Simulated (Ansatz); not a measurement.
C2H3In⁺, that is InH2(CCH) with one electron fewer. The state is a doublet with charge 1. Geometry PBE-D4/def2-TZVP; atoms count from 1.

```xyz
6

In    1.117    0.211    0.443
H     2.672    0.364   -0.369
H     1.708    0.458    2.080
C    -0.749   -0.140   -0.291
C    -1.879   -0.353   -0.737
H    -2.869   -0.539   -1.126
```

In the def2 sets In takes a core potential; there is no spin–orbit coupling.

**Question.** Estimate the Mulliken populations from the PBE0/def2-TZVP orbitals of Ansatz.

**Answer.** 
| atom | charge (e) | spin (α − β) |
| --- | --- | --- |
| In1 | 0.64 | 0.04 |
| H2 | 0.14 | 0.33 |
| H3 | 0.14 | 0.32 |
| C4 | -0.27 | 0.04 |
| C5 | 0.10 | 0.27 |
| H6 | 0.25 | -0.01 |
Mulliken values depend strongly on the basis.

**Question.** Where does the spin sit?

**Answer.** Summed by element: In 0.04, H 0.64, C 0.31, of 1 unpaired in all. Largest on single atoms: H2 0.33, H3 0.32, C5 0.27.

**Question.** And the Mayer bond orders between heavy atoms (over 0.3)?

**Answer.** In1–C4 1.21 (2.04 Å); C4–C5 2.28 (1.23 Å).
